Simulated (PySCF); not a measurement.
A GIAO shielding run with PySCF 2.14 (density fitting, non-relativistic, gas phase) on `c1c(C=C)cccc1`, C8H8:

```
{"job": {"kind": "nmr", "xc": "PBE0", "basis": "pcSseg-1"}, "charge": 0, "multiplicity": 1}
C     -2.512173     0.618321     1.194499
C     -1.786974    -0.316197     0.591626
C     -0.419837    -0.183183     0.101561
C      0.186061    -1.283044    -0.508838
C      1.478532    -1.208695    -0.991171
C      2.196868    -0.030811    -0.872826
C      1.610002     1.069547    -0.269136
C      0.317436     0.996571     0.212044
H     -2.142350     1.610501     1.389399
H     -3.519202     0.421019     1.520901
H     -2.226609    -1.293606     0.429765
H     -0.368252    -2.206574    -0.604277
H      1.928677    -2.071332    -1.460824
H      3.207657     0.030009    -1.248519
H      2.164907     1.991736    -0.173900
H     -0.122343     1.864682     0.678283
```

Hardware: 1 thread of an Arm Neoverse V1, shared host. The job also computes population analyses, field gradients, ring-centre shieldings.

(1) How large is the calculation?

(2) How long does it take?

Results:

(1) 56 electrons, 176 basis functions and 904 auxiliary functions.

(2) 24 s of wall time, with 13 SCF cycles and 5 response iterations. Times on a shared host scatter by some tens of per cent.
